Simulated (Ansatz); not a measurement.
A nudged elastic band was laid between two geometries of AlBrH2OSi (6 atoms, charge 0, multiplicity 1).

Computed with Ansatz, RKS revPBE/def2-SVP.

```json
{"movable images": "7", "climbing image": "yes", "spring": "5.0 eV/Å²", "optimiser": "quadratic models (default)", "start path": "through a guess of the saddle point", "force threshold": "0.05 eV/Å", "iteration limit": "60", "end points": "relaxed"}
```

Initial state:

```xyz
6
Properties=species:S:1:pos:R:3
Br -0.781 -3.438 0.331
Al -0.142 -1.271 0.175
O -1.015 0.135 -0.469
Si 0.454 0.950 -0.008
H 1.231 1.566 -1.145
H 0.294 1.995 1.069
```

Final state:

```xyz
6
Properties=species:S:1:pos:R:3
Br -1.020 -2.870 0.441
Al 0.244 -1.034 -0.106
O -0.598 0.596 0.254
Si 1.374 1.095 -0.100
H 1.047 1.218 -1.609
H -1.005 0.932 1.075
```

Problem. What changes between the two ends?

Solution. Bonds broken: Si4–H6. Bonds formed: O3–H6.

Problem. What energy profile does the band end with?

Solution. The run converged. The highest image is number 4 of 0 to 8, 2.53 eV above the first end and 1.66 eV above the last; the last end lies 0.87 eV above the first. A vibrational analysis at the climbing image gives one clearly imaginary mode, 1431i cm⁻¹: a first-order saddle point. The orbitals stay closed-shell, which can raise the energy where a bond breaks towards radicals; this wasn't checked here.

```
image  path coordinate (Å)  energy (eV)  Si4–H6 (Å)  O3–H6 (Å)
    0                 0.00         0.00        1.51       2.75
    1                 0.36         0.17        1.49       2.49
    2                 0.73         0.89        1.47       2.14
    3                 1.09         1.94        1.49       1.81
    4                 1.46         2.53        1.59       1.44
    5                 1.84         1.71        1.91       1.04
    6                 2.23         1.24        2.29       0.97
    7                 2.62         0.95        2.56       0.97
    8                 3.00         0.87        2.66       0.98
```

Problem. What is the geometry of the highest image?

Solution. 
```xyz
6
Properties=species:S:1:pos:R:3
Br -0.697 -3.226 0.166
Al -0.111 -1.049 0.240
O -1.111 0.390 0.145
Si 1.015 1.009 0.063
H 1.297 1.356 -1.397
H -0.352 1.456 0.736
```

Problem. What are the harmonic wavenumbers there?

Solution. 1431i, 110, 117, 250, 306, 465, 519, 554, 772, 796, 1878, 2050 cm⁻¹.

Run time: 71 s on 2 threads of Intel(R) Xeon(R) Platinum 8488C (Sapphire Rapids), with other jobs on the host, peak memory 0.15 GiB.
